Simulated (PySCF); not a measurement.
Molecule: SMILES C1C=C(C(OC)=O)C1=O, C$_{6}$H$_{6}$O$_{3}$.

Bonds (- single, = double, # triple, : aromatic): C1-O2, O2-C3, C3=O4, C3-C5, C5=C6, C6-C7, C7-C8, C8=O9, C8-C5. C1 carries H10, H11, H12; C6 carries H13; C7 carries H14, H15.

Frames of a GFN2-xTB Langevin trajectory at 600 K; GIAO PBE0/pcSseg-1 shieldings in PySCF 2.14.0 with density-fitted response routines, gas phase, non-relativistic; equivalent atoms averaged within each frame.

Referencing at the same level of theory: ¹³C (σ = 186.93 ppm), ¹H (σ = 31.72 ppm) vs TMS; ¹⁷O (σ = 336.08 ppm) against H2O. The references are static minima.

Question: How do the shifts (ppm) fluctuate along the trajectory?

Answer: 
```
         time (fs)     C8     C6     C3     C5    C1    C7     O9     O4     O2    H13
               250  181.4  175.3  164.0  149.6  54.7  49.9  596.7  397.3  182.6   8.12
               425  180.3  183.2  165.5  168.8  46.4  59.6  559.4  413.5  187.3  10.45
               625  194.0  192.7  174.1  149.7  60.5  46.7  643.3  496.4  192.9   8.91
               800  181.0  184.3  172.3  159.3  47.7  53.4  566.1  469.5  177.6   9.23
              1000  183.3  159.7  166.0  155.8  47.7  61.0  627.0  430.8  192.6   8.15
    mean of frames  184.0  179.0  168.4  156.6  51.4  54.1  598.5  441.5  186.6   8.97
standard deviation    5.7   12.5    4.5    8.0   6.0   6.1   36.7   40.8    6.6   0.96
```

5 frames give an uncertainty of the mean of about the standard deviation over 2.2 at best, since frames this close in time may not be independent; classical motion lacks zero-point vibration, and the reference would need the same averaging.
